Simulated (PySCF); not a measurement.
Magnetisability: `[SiH2](COC)SC`, C$_{3}$H$_{10}$OSSi

Geometry:
| atom | x (Å) | y (Å) | z (Å) |
| --- | --- | --- | --- |
| C1 | -3.108 | -0.101 | 0.236 |
| O2 | -2.328 | -1.133 | -0.289 |
| C3 | -1.109 | -1.330 | 0.386 |
| Si4 | 0.266 | -0.226 | -0.331 |
| S5 | 2.003 | -0.523 | 0.887 |
| C6 | 3.194 | 0.539 | 0.008 |
| H7 | -4.016 | -0.024 | -0.378 |
| H8 | -3.406 | -0.305 | 1.283 |
| H9 | -2.590 | 0.877 | 0.216 |
| H10 | -0.815 | -2.384 | 0.245 |
| H11 | -1.213 | -1.178 | 1.479 |
| H12 | 0.543 | -0.609 | -1.750 |
| H13 | -0.138 | 1.216 | -0.332 |
| H14 | 4.147 | 0.462 | 0.550 |
| H15 | 2.872 | 1.590 | 0.010 |
| H16 | 3.347 | 0.199 | -1.026 |

Computed, not measured: GIAO B3LYP/pcSseg-1 magnetisability, rotational g tensor and spin-rotation constants, non-relativistic, gas phase (PySCF). Geometry: PBE0-D3(BJ)/def2-SVP.

Q: How diamagnetic is it, and how anisotropic?

A: Isotropic -1322 × 10⁻³⁰ J/T², or -79.6 × 10⁻⁶ cm³/mol; principal values -1380, -1317, -1270 × 10⁻³⁰ J/T², anisotropy 96 × 10⁻³⁰ J/T² (root of half the summed squared differences of the principal values). The susceptibility is in cgs units.

Q: Split it along the inertial axes a, b, c into diamagnetic and paramagnetic parts about the centre of mass, with the quadrupole moment.

A: 
```csv
axis,χ (10⁻⁶ cm³/mol),diamagnetic (10⁻⁶ cm³/mol),paramagnetic (10⁻⁶ cm³/mol),summed x² of all electrons (Å²),quadrupole Θ (D Å)
a,-82.4,-297.5,215.0,323.4,+5.01
b,-78.8,-1493.3,1414.5,41.5,-1.62
c,-77.6,-1548.2,1470.6,28.6,-3.39
```
Anisotropies 2χaa − χbb − χcc = -8.4 and 2χbb − χaa − χcc = +2.4 × 10⁻⁶ cm³/mol. Θ is traceless in Buckingham's convention.

Q: And the rotational g tensor?

A: 
| axis | rotational constant (GHz) | g | nuclear part | electronic part |
| --- | --- | --- | --- | --- |
| a | 7.1393 | -0.0509 | 0.6703 | -0.7212 |
| b | 0.8767 | -0.0061 | 0.5765 | -0.5826 |
| c | 0.8430 | -0.0060 | 0.5765 | -0.5824 |

Asymmetric top; isotopes 12C, 1H, 16O, 32S, 28Si; no vibrational averaging.
